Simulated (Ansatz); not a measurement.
Method: frozen-core CCSD(T)/aug-cc-pVTZ // CAM-B3LYP-D3(BJ)/def2-TZVPD run with Ansatz (a first-principles code).

Ansatz 0.2 input:
```yaml
crystal:
  periodic: [false, false, false]
  atoms:
    - { symbol: O, position_ang: [-0.879599, 1.370367, -0.442746] }
    - { symbol: B, position_ang: [-0.092878, 0.412486, -0.10668] }
    - { symbol: O, position_ang: [1.323042, 0.49128, 0.094523] }
    - { symbol: O, position_ang: [-0.521152, -0.955236, 0.133317] }
    - { symbol: H, position_ang: [1.63979, -0.381302, 0.338863] }
    - { symbol: H, position_ang: [-1.469204, -0.937595, -0.017276] }
basis:
  gaussian: { orbitals: aug-cc-pVTZ }
correlation:
  method: ccsd_t
total_charge: -1
```

Output:

```
Functional definition: HF
1363 factors; integrals over basis functions are off by at most 1.1e-3 eV
mean field evaluation 1: about -6818.8723 eV, gradient 3.8e1 eV
mean field evaluation 2: about -6818.8728 eV, gradient 3.8e1 eV
mean field evaluation 4: about -6821.8679 eV, gradient 3.8e0 eV
mean field evaluation 8: about -6821.9126 eV, gradient 1.4e-1 eV
mean field evaluation 16: about -6821.9064 eV, gradient 1.5e0 eV
mean field -6821.91274182 eV, -250.7006692034 hartree, gradient 2.3e-6 eV, S^2 0.000000; 0 other end points of the search recorded, 0 dependent functions left out
4 core orbitals not correlated
reference -6821.91274182 eV, -250.7006692034 hartree; 12, 12 occupied and 214, 214 virtual orbitals, 1363 factors
second order -23.26125145 eV of doubles, -0.00000000 eV of singles
cycle   1  -22.59660077 eV  change    6.6e-1 eV  update   1.1e-1
cycle   2  -23.11014994 eV  change   -5.1e-1 eV  update   3.5e-2
cycle   3  -23.23998323 eV  change   -1.3e-1 eV  update   1.8e-2
cycle   4  -23.23262869 eV  change    7.4e-3 eV  update   5.6e-3
cycle   5  -23.22376378 eV  change    8.9e-3 eV  update   3.1e-3
cycle   6  -23.22428310 eV  change   -5.2e-4 eV  update   1.3e-3
cycle   7  -23.22499678 eV  change   -7.1e-4 eV  update   6.8e-4
cycle   8  -23.22474646 eV  change    2.5e-4 eV  update   3.4e-4
cycle   9  -23.22458550 eV  change    1.6e-4 eV  update   1.3e-4
cycle  10  -23.22474782 eV  change   -1.6e-4 eV  update   5.9e-5
cycle  11  -23.22471029 eV  change    3.8e-5 eV  update   2.8e-5
cycle  12  -23.22467782 eV  change    3.2e-5 eV  update   1.4e-5
cycle  13  -23.22468346 eV  change   -5.6e-6 eV  update   6.4e-6
perturbative correction -0.94695269 eV, -0.0347998695 hartree
Total energy: -6846.08437797 eV, -251.5889604479 hartree
```

Cost: about 6 core-minutes (a rough figure).
